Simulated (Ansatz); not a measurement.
Cartesian coordinates in Å:
```
B -1.578 -0.808 0.652
O -0.626 0.150 0.608
Si 0.573 0.484 -0.445
O 1.955 0.326 0.384
F 0.390 1.983 -0.931
H -2.340 -0.800 1.575
H -1.641 -1.632 -0.222
H 0.499 -0.376 -1.638
H 2.768 0.674 0.016
```

The species carries charge 0 and has multiplicity 1.

Task: List the ωB97M-V/def2-TZVPP orbital energies in eV (Ansatz 0.2.0). (Estimate.)

Result: The calculation gave: Occupied: -1808.83, -677.67, -526.90, -526.72, -188.77, -149.68, -103.84, -103.81, -103.77, -36.31, -31.90, -31.36, -19.95, -17.79, -17.36, -16.14, -15.52, -15.26, -14.37, -14.11, -13.63, -13.06, -12.28, -11.04. Lowest empty: 1.12, 2.00, 2.93, 3.05, 3.32, 3.78, 4.33, 4.69.
